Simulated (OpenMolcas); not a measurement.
## Ru²⁺: effect of the basis set

```json
{
  "Program": "OpenMolcas",
  "Method": "MS-CASPT2, IPEA 0.25 Eh, imaginary shift 0.1 Eh (closed shells correlated: 4s 4p)",
  "Active space": "6 electrons in 6 orbitals (4d 5s)",
  "State averaging": "2S+1 = 5 even, 30 roots; 2S+1 = 7 even, 1 root kept (CI in the orbitals of an earlier block); 2S+1 = 3 even, 127 roots kept (CI in the orbitals of an earlier block, 107 in the spin-orbit step); 2S+1 = 1 even, 102 roots kept (CI in the orbitals of an earlier block, 62 in the spin-orbit step)",
  "Spin-orbit coupling": "RASSI with atomic mean-field integrals over the reference wave functions, term energies averaged over their components"
}
```

A. ANO-R1 [6s4p3d1f], X2C, finite nucleus; CASPT2 step roughly 30 core-seconds
B. ANO-RCC-VDZP [6s5p3d1f], DKH2, point nucleus; CASPT2 step roughly 40 core-seconds
C. ANO-R2 [7s5p4d2f1g], X2C, finite nucleus; CASPT2 step roughly 60 core-seconds
D. ANO-RCC-VTZP [7s6p4d2f1g], DKH2, point nucleus; CASPT2 step roughly 50 core-seconds
E. ANO-R3 [8s6p5d3f2g1h], X2C, finite nucleus; CASPT2 step roughly 2.3 core-minutes
F. ANO-RCC-VQZP [8s7p5d3f2g1h], DKH2, point nucleus; CASPT2 step about 5 core-minutes

Energies in cm⁻¹ above 4d⁶ ⁵D₄, the measured ground level; measured values from Moore, Atomic Energy Levels, vol. III, NSRDS-NBS 35 (1971 reprint of NBS Circular 467, 1958).

| Level | A | B | C | D | E | F | Measured |
| --- | --- | --- | --- | --- | --- | --- | --- |
| 4d⁶ ⁵D₄ | 0.0 | 0.0 | 0.0 | 0.0 | 0.0 | 0.0 | 0.0 |
| 4d⁶ ⁵D₃ | 1281 | 1295 | 1225 | 1228 | 1242 | 1236 | 1159 |
| 4d⁶ ⁵D₂ | 2010 | 2030 | 1937 | 1943 | 1955 | 1948 | 1826 |
| 4d⁶ ⁵D₁ | 2490 | 2520 | 2410 | 2410 | 2430 | 2420 | 2266 |
| 4d⁶ ⁵D₀ | 2720 | 2750 | 2630 | 2640 | 2650 | 2640 | 2476 |
| 4d⁶ ³P₂(1) | 15120 | 15140 | 15520 | 15520 | 15110 | 15140 |  |
| 4d⁶ ³H₆ | 16810 | 16720 | 16210 | 16200 | 15630 | 15640 |  |
| 4d⁶ ³H₅ | 17040 | 16960 | 16380 | 16380 | 15820 | 15840 |  |
| 4d⁶ ³F₃(1) | 17900 | 17940 | 17550 | 17580 | 17130 | 17140 |  |
| 4d⁶ ³F₂(1) | 18340 | 18390 | 18080 | 18100 | 17670 | 17680 |  |
| 4d⁶ ³P₁(1) | 18760 | 18820 | 18990 | 18990 | 18620 | 18630 |  |
| 4d⁶ ³P₀(1) | 19400 | 19500 | 19620 | 19640 | 19230 | 19240 |  |
| 4d⁶ ³G₅ | 20470 | 20470 | 19560 | 19590 | 19060 | 19070 |  |
| 4d⁶ ³G₄ | 21410 | 21430 | 20520 | 20550 | 20040 | 20050 |  |
| 4d⁶ ³G₃ | 21670 | 21710 | 20750 | 20800 | 20300 | 20300 |  |
| 4d⁵ 5s ⁷S₃ | 23320 | 23600 | 22940 | 24960 | 24170 | 24800 | 27163 |
| 4d⁶ ³D₂ | 23970 | 24130 | 22830 | 22930 | 22430 | 22460 |  |
| 4d⁶ ³D₁ | 24170 | 24340 | 22970 | 23070 | 22590 | 22620 |  |
| 4d⁶ ³D₃ | 24390 | 24560 | 23140 | 23240 | 22750 | 22780 |  |
| 4d⁶ ¹I₆ | 25920 | 25830 | 24970 | 24980 | 24140 | 24160 |  |
| 4d⁶ ¹G₄(1) | 26270 | 26400 | 25730 | 25840 | 25150 | 25150 |  |
| 4d⁶ ¹S₀ | 28350 | 28730 | 28040 | 28140 | 27540 | 27560 |  |
| 4d⁶ ¹D₂(1) | 30190 | 30130 | 29790 | 29780 | 29170 | 29200 |  |
| 4d⁶ ¹F₃ | 33820 | 33870 | 32370 | 32510 | 31780 | 31790 |  |

Deviations, from unrounded energies. A percentage is the sum of absolute deviations over the sum of measured energies, with the sign that they share, or ± where signs differ.

| Against measurement | Levels | A | B | C | D | E | F |
| --- | --- | --- | --- | --- | --- | --- | --- |
| mean absolute deviation (cm-1) | 5 | 930 | 880 | 940 | 540 | 710 | 580 |
| fine structure of the ground term (%) | 4 | +10.1 | +11.2 | +6.1 | +6.4 | +7.1 | +6.7 |
| other configurations (%) | 1 | -14.2 | -13.1 | -15.5 | -8.1 | -11.0 | -8.7 |

D lies closest to measurement on these levels and C furthest from it. The largest miss of D in the table is 4d⁵ 5s ⁷S₃, by -2200 cm-1. The ranking rests on the paired levels alone, and a cruder setting can come out closer through cancelling errors.

The two smallest mean deviations differ by little beside CASPT2's spread within terms, so their order carries little weight.

Among A to F the level of the table that moves most is 4d⁶ ¹F₃, by 2100 cm-1 (lowest in E, highest in B). Moves below CASPT2's spread within the term are not significant.

CASPT2 does not keep the components of a term degenerate, so their means are used; among the terms shown or strongly mixed into the levels shown the widest spread is 1900 cm-1 (4d⁶ ¹I, D). Blocks of more than 70 roots (2S+1 = 3 even) ran without multistate coupling. Some high roots are left out of the spin-orbit mixing, which shifts the levels that they would mix with. Terms from blocks run as CI alone lack orbitals of their own. A single d shell beside an s shell can misplace configurations of different d count against each other. The CASPT2 spread within a term exceeds the gap to the next term for 4d⁶ ¹G(1) and 4d⁶ ¹I, so the order of their levels is uncertain (figures for A; the like holds for B, C, D, E, F). Measured partners are found by configuration, term and J. A level has none where our copy of the source lacks it or the pairing is in doubt (some pairs that miss far off the trend of their configuration count as doubtful), and it then counts in no deviation. Levels of configurations outside the active space are missing. Levels that lie high or do not pair safely by name in every column are left out.

A number in round brackets counts repeated terms of one configuration in the order of the reference energies.
